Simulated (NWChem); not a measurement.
System: C₃H₆Si; SMILES C#CC[SiH3]

NWChem input:

```
start job
memory heap 200 mb stack 900 mb global 1100 mb
geometry units angstroms noautosym nocenter noautoz
  C     -0.478580    -2.356792     0.000000
  C      0.169246    -1.332338     0.000000
  C      0.898754    -0.078890     0.000000
  Si    -0.262801     1.427721     0.000000
  H     -1.041162    -3.271649     0.000000
  H      1.555052    -0.010950     0.884892
  H      1.555052    -0.010950    -0.884892
  H      0.561565     2.675541     0.000000
  H     -1.122830     1.405584    -1.219178
  H     -1.122830     1.405584     1.219178
end
basis spherical
  * library sto-3g
end
dft
  xc b3lyp
  iterations 150
end
property
  response 1 0.0773
end
task dft property
```

Excerpt of the output:

```
             Northwest Computational Chemistry Package (NWChem) 7.3.0
             --------------------------------------------------------

                             Geometry "geometry" -> ""
                             -------------------------

 Output coordinates in angstroms (scale by  1.889725989 to convert to a.u.)

  No.       Tag          Charge          X              Y              Z
 ---- ---------------- ---------- -------------- -------------- --------------
    1 C                    6.0000    -0.47858000    -2.35679200     0.00000000
    2 C                    6.0000     0.16924600    -1.33233800     0.00000000
    3 C                    6.0000     0.89875400    -0.07889000     0.00000000
    4 Si                  14.0000    -0.26280100     1.42772100     0.00000000
    5 H                    1.0000    -1.04116200    -3.27164900     0.00000000
    6 H                    1.0000     1.55505200    -0.01095000     0.88489200
    7 H                    1.0000     1.55505200    -0.01095000    -0.88489200
    8 H                    1.0000     0.56156500     2.67554100     0.00000000
    9 H                    1.0000    -1.12283000     1.40558400    -1.21917800
   10 H                    1.0000    -1.12283000     1.40558400     1.21917800

 Effective nuclear repulsion energy (a.u.)     136.1970059401

                              NWChem Property Module
                              ----------------------

                                 NWChem DFT Module
                                 -----------------

 Summary of "ao basis" -> "ao basis" (spherical)
 ------------------------------------------------------------------------------
       Tag                 Description            Shells   Functions and Types
 ---------------- ------------------------------  ------  ---------------------
 C                           sto-3g                  3        5   2s1p
 Si                          sto-3g                  5        9   3s2p
 H                           sto-3g                  1        1   1s

            General Information
            -------------------
          SCF calculation type: DFT
          Wavefunction type:  closed shell.
          No. of atoms     :    10
          No. of electrons :    38
           Alpha electrons :    19
            Beta electrons :    19
          Charge           :     0
          Spin multiplicity:     1
          Use of symmetry is: off; symmetry adaption is: off
          Maximum number of iterations: 150
          AO basis - number of functions:    30
                     number of shells:    20
          Convergence on energy requested:  1.00D-06
          Convergence on density requested:  1.00D-05
          Convergence on gradient requested:  5.00D-04

              XC Information
              --------------
                         B3LYP Method XC Potential
                     Hartree-Fock (Exact) Exchange  0.200
                        Slater Exchange Functional  0.800 local
                    Becke 1988 Exchange Functional  0.720 non-local
              Lee-Yang-Parr Correlation Functional  0.810
                  VWN I RPA Correlation Functional  0.190 local

             Grid Information
             ----------------
          Grid used for XC integration:  medium
          Radial quadrature: Mura-Knowles
          Angular quadrature: Lebedev.
          Tag              B.-S. Rad. Rad. Pts. Rad. Cut. Ang. Pts.
          ---              ---------- --------- --------- ---------
          C                   0.70       49          12.0       434
          Si                  1.10       88          11.0       590
          H                   0.35       45          11.0       434
          Grid pruning is: on
          Number of quadrature shells:   505
          Spatial weights used:  Erf1

      Superposition of Atomic Density Guess
      -------------------------------------

 Sum of atomic energies:        -399.78517981

      Non-variational initial energy
      ------------------------------

 Total energy =    -400.391785
 1-e energy   =    -826.714841
 2-e energy   =     290.126050
 HOMO         =      -0.115218
 LUMO         =       0.308718

   convergence    iter        energy       DeltaE   RMS-Dens  Diis-err
 ---------------- ----- ----------------- --------- --------- ---------
 d= 0,ls=0.0,diis     1   -402.5341888289 -5.39D+02  2.71D-02  2.30D-01
 d= 0,ls=0.0,diis     2   -402.5400757965 -5.89D-03  1.82D-02  2.03D-01
 d= 0,ls=0.0,diis     3   -402.5546096729 -1.45D-02  8.75D-03  1.10D-01
 d= 0,ls=0.0,diis     4   -402.5690732906 -1.45D-02  2.03D-03  4.84D-03
 d= 0,ls=0.0,diis     5   -402.5697825869 -7.09D-04  2.92D-04  4.90D-05
  Resetting Diis
 d= 0,ls=0.0,diis     6   -402.5697910115 -8.42D-06  4.47D-05  1.30D-06
 d= 0,ls=0.0,diis     7   -402.5697912352 -2.24D-07  7.73D-06  1.53D-08

         Total DFT energy =     -402.569791235182
      One electron energy =     -824.710586756436
           Coulomb energy =      325.382673476615
    Exchange-Corr. energy =      -39.438883895500
 Nuclear repulsion energy =      136.197005940138

 Numeric. integr. density =       37.999995530286

                       DFT Final Molecular Orbital Analysis
                       ------------------------------------

 Vector   17  Occ=2.000000D+00  E=-2.902376D-01
              MO Center= -7.3D-01,  1.3D+00,  1.3D-07, r^2= 2.3D+00
   Bfn.  Coefficient  Atom+Function         Bfn.  Coefficient  Atom+Function
  ----- ------------  ---------------      ----- ------------  ---------------
    29     -0.488818   9 H  s                30      0.488818  10 H  s
    24      0.450744   4 Si pz               20     -0.194385   4 Si pz
    15     -0.135290   3 C  pz               26     -0.114571   6 H  s
    27      0.114571   7 H  s                10     -0.070793   2 C  pz
     5     -0.041523   1 C  pz

 Vector   18  Occ=2.000000D+00  E=-1.998206D-01
              MO Center= -6.1D-02, -1.7D+00,  1.7D-11, r^2= 1.5D+00
   Bfn.  Coefficient  Atom+Function         Bfn.  Coefficient  Atom+Function
  ----- ------------  ---------------      ----- ------------  ---------------
     5      0.623455   1 C  pz               10      0.588615   2 C  pz
    26     -0.177043   6 H  s                27      0.177043   7 H  s
    15     -0.131406   3 C  pz               29     -0.030049   9 H  s
    30      0.030049  10 H  s

 Vector   19  Occ=2.000000D+00  E=-1.879747D-01
              MO Center= -7.5D-02, -1.4D+00, -6.4D-11, r^2= 2.4D+00
   Bfn.  Coefficient  Atom+Function         Bfn.  Coefficient  Atom+Function
  ----- ------------  ---------------      ----- ------------  ---------------
     3      0.525631   1 C  px                8      0.441105   2 C  px
     4     -0.323883   1 C  py                9     -0.290475   2 C  py
    13     -0.197529   3 C  px               23     -0.187871   4 Si py
    14      0.169264   3 C  py               22      0.133539   4 Si px
    28     -0.116510   8 H  s                26     -0.114547   6 H  s

 Vector   20  Occ=0.000000D+00  E= 1.803420D-01
              MO Center= -2.8D-02, -1.3D+00,  1.3D-09, r^2= 2.8D+00
   Bfn.  Coefficient  Atom+Function         Bfn.  Coefficient  Atom+Function
  ----- ------------  ---------------      ----- ------------  ---------------
     3      0.658664   1 C  px                8     -0.647084   2 C  px
     4     -0.391512   1 C  py               21     -0.376256   4 Si s
     9      0.357083   2 C  py               22     -0.316128   4 Si px
    28      0.230014   8 H  s                23      0.203034   4 Si py
    13     -0.177655   3 C  px               26      0.146769   6 H  s

 Vector   21  Occ=0.000000D+00  E= 1.844705D-01
              MO Center= -1.1D-02, -1.7D+00, -1.8D-09, r^2= 1.7D+00
   Bfn.  Coefficient  Atom+Function         Bfn.  Coefficient  Atom+Function
  ----- ------------  ---------------      ----- ------------  ---------------
     5      0.812880   1 C  pz               10     -0.791011   2 C  pz
    26      0.291512   6 H  s                27     -0.291512   7 H  s
    15     -0.156290   3 C  pz

 Vector   22  Occ=0.000000D+00  E= 2.899262D-01
              MO Center= -3.6D-01,  9.7D-01, -5.5D-09, r^2= 2.8D+00
   Bfn.  Coefficient  Atom+Function         Bfn.  Coefficient  Atom+Function
  ----- ------------  ---------------      ----- ------------  ---------------
    21      1.175396   4 Si s                29     -0.638015   9 H  s
    30     -0.638015  10 H  s                12     -0.530257   3 C  s
    14     -0.403475   3 C  py               28     -0.398118   8 H  s
    13      0.284235   3 C  px                8     -0.228586   2 C  px
    17     -0.224911   4 Si s                23     -0.188542   4 Si py

     Multipole analysis of the density
     ---------------------------------

     L   x y z        total         alpha         beta         nuclear
     -   - - -        -----         -----         ----         -------
     0   0 0 0     -0.000000    -19.000000    -19.000000     38.000000

     1   1 0 0      0.094915     -0.181344     -0.181344      0.457603
     1   0 1 0      0.299951      0.553305      0.553305     -0.806660
     1   0 0 1      0.000000      0.000000      0.000000      0.000000

     2   2 0 0    -21.830837    -39.692471    -39.692471     57.554105
     2   1 1 0      1.194670     -1.999728     -1.999728      5.194127
     2   1 0 1     -0.000000     -0.000000     -0.000000      0.000000
     2   0 2 0    -21.757611   -179.372513   -179.372513    336.987416
     2   0 1 1      0.000000      0.000000      0.000000      0.000000
     2   0 0 2    -22.628900    -19.418726    -19.418726     16.208553

 *** CALLING NEW AORESP DRIVER FOR CLOSED AND OPEN SHELLS ***
 Entering AOResponse driver routine

--------------------------------------------------------------------------------

          -----------------------------------------------
          Solving response equations for perturbing field
          -----------------------------------------------

 number of frequencies:     1
 frequency in a.u.:  0.7730000E-01
 Perturbing field: electric
 Using El. Dipole Length Gauge

 Setting up CPKS with frequency omega =      0.07730000 a.u.

                            NWChem Dynamic CPHF Module
                            --------------------------

    scftype = RHF
    nclosed =   19
      nopen =    0
  variables =      418
  num. vecs =        3
  tolerance =   1.0D-04
  max. iter =   50

 SCF residual:    1.4745483541397862E-004

Iterative solution of linear equations
  No. of variables      418
  No. of equations        3
  Maximum subspace       30
       Convergence  1.0D-04

   iter   nsub   residual    time
   ----  ------  --------  ---------
     1      3    9.27D+00       5.0
     2      6    4.25D+00       6.7
     3      9    9.64D-02       8.2
     4     12    1.67D-02       9.6
     5     15    2.70D-03      11.1
     6     18    2.34D-04      12.5
     7     21    1.14D-05      13.9

 Electric Dipole Response Matrix (nonzero elements):

              1        2        3
    1   23.4635   8.2660   0.0000
    2    8.2660  39.4906   0.0000
    3    0.0000   0.0000  17.8281

 ------------------------------------------
 average:        26.92744 + I       0.00000

 DFT Linear Response polarizability / au
 Frequency  =       0.0773000 / au
 Wavelength =     589.4353558 / nm
              X              Y              Z
 -----------------------------------------------
 X      23.4635469      8.2660195      0.0000000
 Y       8.2660203     39.4906421      0.0000000
 Z       0.0000000      0.0000000     17.8281387
 -----------------------------------------------
 Eigenvalues =      19.9643179     42.9898711     17.8281387
 Isotropic   =      26.9274426
 Anisotropic =      24.1645622
 -----------------------------------------------

 Magnetic Dipole Response Matrix (nonzero elements):

 Exiting AOResponse driver routine
```

Level: B3LYP/STO-3G. STO-3G and 3-21G are far too small for this property and stand as cheap habits. Structure relaxed at the PBE0/def2-SVP level.
